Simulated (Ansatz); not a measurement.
Reaction (ligand exchange at a Cd–S bond): `[CH3][Cd][SH]` + HCl → `[CH3][Cd][Cl]` + H₂S

Calculated with Ansatz (gas phase, PBE0-D4/def2-TZVP geometries, no zero-point term in ΔE). CCSD(T)/CBS is the MP2 limit (def2-TZVPP, def2-QZVPP) plus CCSD(T) − MP2 in def2-TZVPP, frozen cores. This one scheme is used for every species. Functionals use def2-TZVPP. def2 core potentials past Kr. For Cd outer-core shells are correlated without core-valence functions, which leaves a few kJ/mol of doubt a bond. Each species was taken in one conformer, which may not be the lowest.

`[CH3][Cd][SH]`:

```xyz
7

C    -0.967    1.064    0.076
Cd    0.237   -0.656   -0.053
S     1.556   -2.598   -0.200
H    -1.546    1.184   -0.841
H    -0.340    1.945    0.216
H    -1.651    0.978    0.921
H     2.711   -1.917   -0.119
```

HCl:

```xyz
2

Cl    0.265   -0.521    0.260
H    -0.265    0.521   -0.260
```

`[CH3][Cd][Cl]`:

```xyz
6

C    -0.044   -0.896   -0.013
Cd    0.058    1.195    0.016
Cl    0.170    3.485    0.048
H    -1.032   -1.209   -0.348
H     0.710   -1.290   -0.694
H     0.137   -1.285    0.989
```

H₂S:

Cartesian coordinates in Å:
```
S -0.612 0.095 0.016
H 0.270 -0.430 0.880
H 0.342 0.335 -0.896
```

```csv
species,r2SCAN0-D4 energy (Eh)
`[CH3][Cd][SH]`,-606.48407
HCl,-460.78281
`[CH3][Cd][Cl]`,-667.91258
H₂S,-399.37011
```

Question: Work out ΔE.

Answer: ΔE = (-667.91258) + (-399.37011) − (-606.48407) − (-460.78281) = -0.01581 Eh = -0.43 eV. CCSD(T)/CBS gives -0.41 eV.

Largest T1 diagnostic among the species: 0.012.

From BLYP to BHLYP (50 % exact exchange), in def2-TZVPP and without D4, ΔE moves by −0.06 eV. In def2-TZVPP, CCSD(T) changes the Hartree–Fock value by +0.19 eV (the triples alone add +0.03 eV) and MP2 by +0.22 eV. Leaving LDA and LC-ωPBE aside and taking each functional with its dispersion term where it has one, the values, not all of them listed here, spread over 0.11 eV, from BHLYP-D4 to PBE-D4. LDA lies +0.04 eV from PBE without D4.
